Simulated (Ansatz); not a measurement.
Consider the atomization: `C[BH][Ga]([CH3])[F]` → B• + 2 C• + F• + Ga• + 7 H•.

Computed with Ansatz on PBE0-D4/def2-TZVP structures; ΔE is electronic, products minus reactants. CBS: MP2 limit from def2 TZ/QZ plus the TZ coupled-cluster correction, frozen cores. This one scheme is used for every species, atoms too. DFT in def2-TZVPP. No spin–orbit coupling; open shells (•) take unrestricted orbitals. Spin–orbit coupling would lower the free atoms: a little for B, C, F; clearly for Ga. For Ga outer-core shells are correlated without core-valence functions, so the limit isn't a true one: a few kJ/mol of doubt a bond, and 10 to 20 or more in all where bonds break to atoms. Scalar relativity is left out up to krypton. Each species was taken in one conformer, which may not be the lowest.

```csv
species,ωB97X-V energy (Eh)
`C[BH][Ga]([CH3])[F]`,-2129.84736
B•,-24.65377
C•,-37.84659
F•,-99.73415
Ga•,-1924.62191
H•,-0.50049
```

Q: Work out ΔE.

A: ΔE = 7 × (-0.50049) + 2 × (-37.84659) + (-24.65377) + (-99.73415) + (-1924.62191) − (-2129.84736) = 1.64092 Eh = +4308.2 kJ/mol. CCSD(T)/CBS gives +4297.8 kJ/mol.

Largest T1 diagnostic among the species: 0.014.

From PBE to PBE0 (25 % exact exchange), in def2-TZVPP and without D4, ΔE moves by −48.4 kJ/mol: exact exchange takes away binding that semilocal exchange gives to molecules. The D4 term adds +32.3 kJ/mol with B3LYP and +17.0 kJ/mol with PBE0; it sums over pairs of atoms, weighted by their polarisabilities, and B3LYP, whose exchange is more repulsive, gets the larger term.

B3LYP here is the variant with VWN-RPA as its local correlation; programs differ in this.

For atomizations the MP2-based limit and the directly extrapolated one differ by several kJ/mol either way, and by 10 to 25 for some Ge, Se and Sn compounds, so smaller differences from it don't rank the levels.
